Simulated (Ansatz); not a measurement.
```yaml
crystal:
  periodic: [false, false, false]
  atoms:
    - {symbol: O, position_ang: [-0.793109, 1.616789, -0.353342]}
    - {symbol: Zr, position_ang: [-0.061566, -0.026463, 0.289868]}
    - {symbol: O, position_ang: [-0.839938, -1.497607, -0.647701]}
    - {symbol: O, position_ang: [1.834034, -0.032672, 0.053609]}
    - {symbol: Br, position_ang: [-0.587310, -0.252680, 2.767203]}
    - {symbol: H, position_ang: [-1.308784, 2.274059, -0.810838]}
    - {symbol: H, position_ang: [-0.977827, -2.290339, -1.157403]}
    - {symbol: H, position_ang: [2.734501, 0.208902, -0.141398]}
basis:
  gaussian: {orbitals: ANO-RCC-VTZP, nuclear_model: gaussian}
magnetization: {spin_polarized: true, initial_magnetization: 1}
hamiltonian: {xc: {name: HF}}
correlation: {method: mp2}
output: {forces: true}
```

```sh
$ ansatz run in.yaml --threads 4 --pin off --events-out ev --progress --plain --max-ram 10444MiB
```

Shortened log:

```
Error: a molecule whose nuclei and cores have a total charge of 102 cannot have a net charge of 0 together with 1 unpaired electrons
```

(1) What is wrong with this run?

Results:

(1) The number of unpaired electrons doesn't fit the electron count. The program refused the input.
